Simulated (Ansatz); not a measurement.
`O[SiH](S)I` → `OI` + `[SiH]S` at 700 K and 1 bar (silylene formation by 1,1-elimination).

Program: Ansatz. Geometries: PBE0-D4/def2-TZVP. ΔE: electronic, gas phase. CCSD(T)/CBS is the MP2 limit (def2-TZVPP, def2-QZVPP) plus CCSD(T) − MP2 in def2-TZVPP, frozen cores. This one scheme is used for every species. Elements past krypton have def2 core potentials. For I outer-core shells are correlated without core-valence functions, which leaves a few kJ/mol of doubt a bond. Each species was taken in one conformer, which may not be the lowest.

```
     species  CCSD(T)/CBS energy (Eh)  H − E (kJ/mol)  S (J/(mol·K))
`O[SiH](S)I`              -1061.39561           154.7          449.6
        `OI`               -373.17567            61.0          290.9
    `[SiH]S`               -688.02937            79.2          304.9
```

H − E and S are ideal-gas, rigid-rotor, harmonic terms from PBE0-D4/def2-TZVP, for one conformer and one mirror image of each species. 1 Eh = 2625.50 kJ/mol, R = 8.31446 J/(mol·K).

By hand: ΔE, ΔH, ΔS and ΔG.

ΔE = (-373.17567) + (-688.02937) − (-1061.39561) = 0.19057 Eh = 500.3 kJ/mol. Δ(H − E) = 61.0 + 79.2 − 154.7 = -14.5, so ΔH = 485.8 kJ/mol. ΔS = 290.9 + 304.9 − 449.6 = 146.2 J/(mol·K). ΔG = 485.8 − 700 × (146.2)/1000 = 383.5 kJ/mol.

By hand: the equilibrium constant, and the temperature at which ΔG would vanish if ΔH and ΔS stayed fixed.

log₁₀ K = −ΔG/(RT ln 10) = -28.6. ΔG = 0 at ΔH/ΔS = 3323 K, far beyond where these terms or the molecules hold.

The number of gas molecules changes by +1, which sets the sign of ΔS. A doubt of 5 kJ/mol in ΔE shifts log₁₀ K by 0.4 here. Other conformers and mirror images would add mixing entropy, several J/(mol·K) or more a flexible species. These are equilibria of isolated gas molecules and say nothing of rates. Largest T1 diagnostic: 0.016 (customary marks: 0.02 for closed shells, 0.045 for open ones).
